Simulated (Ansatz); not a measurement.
One change: `Brc1ccccc1` becomes `NNc1ccccc1`.

Ansatz, PBE0-D4/def2-TZVP geometries, multiplicity 1. Each molecule was computed in one conformer, which needn't be the lowest.

Scalar relativity is left out up to krypton. Spin–orbit coupling is left out; it splits and shifts lone-pair levels of the heavy atoms by tenths of an eV.

| property | `Brc1ccccc1` |
| --- | --- |
| HOMO energy (PBE/def2-TZVPP) / eV | -6.06 |
| size of the dipole moment (ωB97M-V/def2-TZVPP) / D | 1.78 |
| LUMO energy (PBE/def2-TZVPP) / eV | -1.50 |
| HOMO–LUMO gap (PBE/def2-TZVPP) / eV | 4.56 |
| LUMO energy (ωB97M-V/def2-TZVPP) / eV | 1.44 |
| LUMO energy (PBE0/def2-TZVPP) / eV | -0.59 |

(1) Give the same properties after the change, and the shifts. (Best estimate.)

Answers

(1) Computed: 
| property | `NNc1ccccc1` | shift |
| --- | --- | --- |
| HOMO energy (PBE/def2-TZVPP) / eV | -4.91 | 1.15 |
| size of the dipole moment (ωB97M-V/def2-TZVPP) / D | 0.57 | -1.21 |
| LUMO energy (PBE/def2-TZVPP) / eV | -1.04 | 0.46 |
| HOMO–LUMO gap (PBE/def2-TZVPP) / eV | 3.87 | -0.69 |
| LUMO energy (ωB97M-V/def2-TZVPP) / eV | 1.82 | 0.38 |
| LUMO energy (PBE0/def2-TZVPP) / eV | -0.16 | 0.43 |

With PBE0 the HOMO rises by 1.15 eV and the LUMO rises by 0.43 eV, so the gap narrows by about 0.72 eV. PBE moves the HOMO by 1.15 eV and ωB97M-V by 1.16 eV. The zero-point energy changes by 116.6 kJ/mol with +12 modes. Dipoles are sizes alone; their direction can turn.
